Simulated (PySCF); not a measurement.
## Electron correlation in Hf (hafnium, neutral)

[Xe] 4f14 5d1 6s2 6p1, one real determinant (an excited configuration). Calculation: PySCF 2.14, in aug-cc-pVTZ-PP with ECP60MDF (6s6p5d3f2g, 88 functions); scalar relativity through the core potential. Frozen: 5s2 5p6; 4 electrons correlated.

```csv
level,correlation energy (mhartree)
CCSD,-64.39
(T),-4.99
CCSD(T),-69.38
```

Diagnostics: T1 = 0.090, D1 = 0.1981, largest double amplitude 0.156.

**Question.** Is a single reference adequate?

**Answer.** Not fully. The real determinant used has ⟨L²⟩ near 8 against 12 for a pure F term, so it mixes terms. Spin-orbit coupling, absent here, splits the open shell strongly. T1 exceeds 0.03, a sign that the reference determinant is poor. A double-excitation amplitude exceeds 0.15, a sign of near-degeneracy.

The reference is one real determinant that mixes LS terms of this configuration.
